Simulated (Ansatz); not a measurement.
`C[Se][Al]([F])[F]` + H₂ → `C[Se][AlH][F]` + H–F  (hydrogenolysis of the Al–F bond)

Computed with Ansatz on PBE0-D4/def2-TZVP structures; ΔE is electronic, products minus reactants. CBS: MP2 limit from def2 TZ/QZ plus the TZ coupled-cluster correction, frozen cores. This one scheme is used for every species. Functionals use def2-TZVPP. B3LYP here is the variant with VWN-RPA as its local correlation; programs differ in this. HSE06 is defined as in plane-wave codes. For Se outer-core shells are correlated without core-valence functions, which leaves a few kJ/mol of doubt a bond. Scalar relativity is left out up to krypton. Each species was taken in one conformer, which may not be the lowest.

```csv
level,ΔE (kJ/mol),difference from CCSD(T)/CBS
LDA (SPW92),148.8,-10.8
B97M-V,155.4,-4.2
B3LYP-D4,162.5,2.9
r2SCANh-D4,165.1,5.5
CAM-B3LYP-D4,162.7,3.1
BLYP,161.6,2.0
HSE06,149.3,-10.3
CCSD(T)/def2-SVP,159.5,-0.1
HF/def2-QZVPP,157.5,-2.1
SCS-MP2/def2-QZVPP,164.3,4.7
CCSD(T)/CBS,159.6,0
```

Largest T1 diagnostic among the species: 0.011.

Leaving LDA and LC-ωPBE aside and taking each functional with its dispersion term where it has one, the values, not all of them listed here, spread over 16.5 kJ/mol, from HSE06-D4 to r2SCAN-D4. From r2SCAN to r2SCAN0 (25 % exact exchange), in def2-TZVPP and without D4, ΔE moves by −5.2 kJ/mol.
